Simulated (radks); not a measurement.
Q: The table gives one normalised radial function P(r) = r R(r) of Eu+ in [Xe] 4f7 6s1 (r in bohr). Calculated with a radial shooting solver on a logarithmic mesh with Libxc functionals: non-relativistic Kohn-Sham, LB94 model potential, spin-unpolarised, spherical densities, point nucleus; relativity is left out, which matters for an element this heavy.

| r | P |
|---|---|
| 0.00126 | 0.0340 |
| 0.001708 | 0.0448 |
| 0.002333 | 0.0588 |
| 0.003162 | 0.0754 |
| 0.004285 | 0.0947 |
| 0.005808 | 0.1154 |
| 0.007871 | 0.1346 |
| 0.01075 | 0.1471 |
| 0.01457 | 0.1431 |
| 0.01975 | 0.1121 |
| 0.02677 | 0.0438 |
| 0.03628 | -0.0611 |
| 0.04956 | -0.1797 |
| 0.06717 | -0.2429 |
| 0.09103 | -0.1745 |
| 0.1234 | 0.0494 |
| 0.1672 | 0.3002 |
| 0.2284 | 0.3119 |
| 0.3096 | -0.0486 |
| 0.4195 | -0.4680 |
| 0.5686 | -0.4171 |
| 0.7706 | 0.1902 |
| 1.044 | 0.8178 |
| 1.427 | 0.9513 |
| 1.934 | 0.6424 |
| 2.621 | 0.2683 |
| 3.552 | 0.0641 |
| 4.814 | 0.0078 |
| 6.576 | 0.0004 |
| 8.912 | 0.0000 |
| 12.08 | 0.0000 |

Which n and l does it have? It may be an empty orbital.

A: n = 5, l = 0: the number of nodes gives n - l - 1 = 4, the rise at small r (about r^(l+1)) gives l, and the extent must fit the shell. The curve is that of 5s. 5s: eigenvalue -50.819 eV, 4 radial nodes at r = 0.0307, 0.117, 0.300, 0.711 bohr, <r> = 1.47 bohr, 90 % of the charge inside 2.12 bohr.
